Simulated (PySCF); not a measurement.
Species: C₈H₁₂O.
SMILES with atom numbers: `[CH2:1]=[C:2]1[CH2:3][CH2:4]/[C:5]1=[C:6](\[CH3:7])[O:8][CH3:9]`

Probes without a nucleus sit at each ring's centroid and 1 Å off its mean plane on both sides; NICS is minus the shielding there, NICSzz its component along the normal. Level: GIAO PBE0/pcSseg-1 (PySCF, non-relativistic, gas phase) on the GFN2-xTB geometry, one conformer.

Ring bond lengths (Å), with Mayer bond orders in brackets: C2–C3 1.512 (1.04), C3–C4 1.545 (1.09), C4–C5 1.511 (1.10), C5–C2 1.455 (1.04).

Question: Give the NICS values of each ring in ppm.

Answer: 
```csv
ring,type,NICS(0),"NICS(1), two faces","NICS(1)zz, two faces",rms pucker (Å),"centre to ring atoms, mean (Å)"
C2–C3–C4–C5,4-membered carbocycle; formal bonds all single,1.7,-1.2 / -1.2,1.8 / 1.9,0.00,1.06
```

Question: What do they say, and how far can they be read as aromaticity?

Answer: 
- C2–C3–C4–C5: mean NICS(1)zz 1.9 ppm, near zero. C3, C4 have four or more neighbours, so the value isn't read as a sign of a π ring current.

Question: How shielded are the nuclei of the rings and their hydrogens (means over atoms taken as equivalent)?

Answer: 
```tsv
atoms	environment	σ isotropic (ppm)	principal values of the symmetric part, first atom (ppm)
C2	fully substituted alkene carbon	35.9	-75.3, 43.3, 139.7
C3	allylic carbon	159.6	152.4, 154.4, 171.9
C4	allylic carbon	161.8	154.5, 157.0, 174.1
C5	fully substituted alkene carbon	67.4	-18.7, 91.8, 129.1
H on C3 (×2)	methylene hydrogen	29.19	25.8, 27.3, 34.4
H on C4 (×2)	methylene hydrogen	29.14	25.4, 28.0, 34.0
```

Shape of the structure used: `[CH2:1]=[C:2]1[CH2:3][CH2:4]/[C:5]1=[C:6](\[CH3:7])[O:8][CH3:9]`: C5–C6–O8–C9 180°.
